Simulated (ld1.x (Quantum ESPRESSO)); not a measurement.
# zirconium (Zr): excitation energies, all-electron against RRKJ

```json
{
  "Element": "Zr",
  "Generator": "ld1.x (Quantum ESPRESSO) 7.5",
  "Type": "norm-conserving RRKJ (Kleinman–Bylander form)",
  "Functional": "PBEsol",
  "Relativity": "scalar-relativistic",
  "Frozen core": "[Ar] 3d10",
  "Valence charge": "12",
  "Reference configuration": "4s2 4p6 4d2.5 5s1.5 5p0",
  "Partial waves": "4p (bound): rc 2.25 bohr; 4d (bound): rc 1.60 bohr; 4s (bound): rc 1.55 bohr",
  "Local potential": "the s channel",
  "Core correction": "none"
}
```

Occupied shells without a wave of their own: 5s. They enter only through the test configuration that unscreens the potential.

Energies are relative to the spin-unpolarised reference configuration 4s2 4p6 4d2.5 5s1.5 5p0; without spin polarisation the order of configurations can differ from experiment.

| valence configuration | charge | ΔE all-electron (eV) | error AE − PS (meV) |
| --- | --- | --- | --- |
| 4s2 4p6 4d2 5s1 5p0 | +1 | 6.650 | -140 |
| 4s2 4p6 4d2 5s0 5p0 | +2 | 19.559 | -547 |
| 4s1 4p6 4d2 5s2 5p0 | +1 | 59.965 | +343 |
| 4s2 4p6 4d2 5s0 5p1 | +1 | 10.396 | -261 |
| 4s2 4p6 4d1 5s2 5p0 | +1 | 7.161 | +183 |

(1) What are ΔE and the potential's error for 4s2 4p6 4d1 5s0 5p0?

(2) What are ΔE and the potential's error for 4s2 4p6 4d2 5s2 5p0?

Levels in the configuration 4s1 4p6 4d2 5s2 5p0:

```tsv
level	all-electron (eV)	pseudo (eV)
4s	-66.952	-66.537
4p	-44.391	-44.062
4d	-13.502	-13.294
5s	-11.450	-11.787
```

## Answers

(1) ΔE = 42.144 eV all-electron; the error (AE − PS) is -765 meV.

(2) ΔE = -0.521 eV all-electron; the error (AE − PS) is +111 meV.

ld1.x printed “convergence not achieved” for 5 of the counted tests; their residual had stalled under 1e-8, short of the target of 1e-14. The 5s level has no wave, so the channel is fitted at the deeper level alone: the likely source of the large errors.
